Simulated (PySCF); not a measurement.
# Excitation energy of Xe by level of theory

Xe [Xe] (1S) → Xe [Kr] 4d10 5s1 5p6 6s1 (3S), as a difference of total energies. Calculation: PySCF 2.14, in x2c-QZVPPall with one added diffuse shell each of s, p, d, f type (14s10p8d5f1g, 128 functions); the spin-free X2C one-electron Hamiltonian (Gaussian nucleus). Correlated levels: valence: [Kr] 4d10 frozen; valence and next inner shell: [Ar] 3d10 frozen. The calculations carry no spin-orbit coupling.

```csv
method,excitation energy (eV)
UHF,22.995
PBE,20.550
r2SCAN,21.282
B3LYP,21.182
BP86,20.607
r2SCAN0,21.842
MP2 (valence),21.998
SCS-MP2 (valence),21.884
MP2 (valence and next inner shell),21.420
SCS-MP2 (valence and next inner shell),21.378
```

**Question.** Estimate what LDA gives.

**Answer.** 20.693 eV, closest to BP86 among the rows shown.

**Question.** Estimate what PBE0 gives.

**Answer.** 21.398 eV, closest to SCS-MP2 (valence and next inner shell) among the rows shown.

The upper state lies above the first ionisation limit, where it may autoionise and the basis confines it. A Rydberg-like electron needs more diffuse functions than a valence basis has.

The promoted electron is Rydberg-like, and one or two diffuse shells describe it only roughly, which tends to raise the upper state.
